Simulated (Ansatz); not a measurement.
CH₃AlCl, SMILES [CH3][Al+][Cl], charge +1.

Geometry optimised at B3LYP-D3(BJ)/def2-TZVP. The spin state was assumed, not searched. The isomer is the one that the SMILES or the coordinates give; other isomers of the formula were not compared.

Two levels are set side by side: PBE/def2-SVPD (Ansatz, an electronic-structure program) and PBE0/def2-SVPD (Ansatz). Energy differences of separate SCF runs at the same geometry; the states with an electron removed or added have multiplicity 2 and 2. Differences are taken from unrounded values.

```
quantity                            PBE0
---------------------------------  -----
vertical ionisation energy (eV)    17.82
vertical electron affinity (eV)     5.70
vertical singlet–triplet gap (eV)   5.63
```

Problem. What does PBE give, and how far is it from PBE0? (An estimate is asked for; the answer gives what the named calculation found.)

Solution. 
```
quantity                             PBE  PBE minus PBE0
---------------------------------  -----  --------------
vertical ionisation energy (eV)    17.51           -0.32
vertical electron affinity (eV)     5.74            0.04
vertical singlet–triplet gap (eV)   5.36           -0.27
```
